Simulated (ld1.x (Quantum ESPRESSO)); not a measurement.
**C (Z = 6): excitation energies, all-electron against ultrasoft**

carbon, ultrasoft, made with ld1.x (Quantum ESPRESSO) 7.5 (LDA (PZ), non-relativistic). Core [He], reference 2s2 2p2. Waves: 2s (bound): rcut 0.75, rcutus 1.05 bohr; 2s channel at 3.9 Ry: rcut 0.75, rcutus 1.05 bohr; 2p (bound): rcut 1.35, rcutus 1.70 bohr; 2p channel at 3.3 Ry: rcut 1.35, rcutus 1.70 bohr; 3d channel at 0.35 Ry: rcut 0.95, rcutus 1.35 bohr. Local part: all-electron potential smoothed inside 1.65 bohr (lloc = -1). Core correction: a·sin(br)/r model core inside 0.95 bohr. Augmentation charge: PSQ, inside the norm-conserving radii.

Energies are relative to the spin-unpolarised reference configuration 2s2 2p2; without spin polarisation the order of configurations can differ from experiment. Spin-polarised rows fill each open shell by Hund’s rule, majority spin first. The frozen-core shift is the all-electron ΔE with the core orbitals held at their reference shape minus the fully relaxed ΔE.

Question: Give the all-electron excitation energy and the error of the potential for: 2s2 2p1; 2s2 2p0; 2s1 2p0; 2s1 2p2; 2s1 2p3; 2s2 2p2.3; 2s2 2p1.5; 2s2 2p2 (spin-polarised); 2s2 2p1 (spin-polarised).

Answer:

| valence configuration | charge | ΔE all-electron (eV) | error AE − PS (meV) | frozen-core shift (meV) |
| --- | --- | --- | --- | --- |
| 2s2 2p1 | +1 | 10.992 | +29 | +0.3 |
| 2s2 2p0 | +2 | 35.254 | +234 | +4.0 |
| 2s1 2p0 | +3 | 83.203 | +481 | +23 |
| 2s1 2p2 | +1 | 19.469 | +8.4 | +0.9 |
| 2s1 2p3 | 0 | 8.227 | +29 | +0.5 |
| 2s2 2p2.3 | -0.3 | -1.200 | +0.7 | 0.0 |
| 2s2 2p1.5 | +0.5 | 4.030 | +4.8 | 0.0 |
| 2s2 2p2 (spin-polarised) | 0 | -1.129 | +111 | +1.6 |
| 2s2 2p1 (spin-polarised) | +1 | 10.595 | +76 | +1.0 |

Levels in the configuration 2s1 2p0:

| level | all-electron (eV) | pseudo (eV) |
| --- | --- | --- |
| 2s | -55.844 | -55.483 |
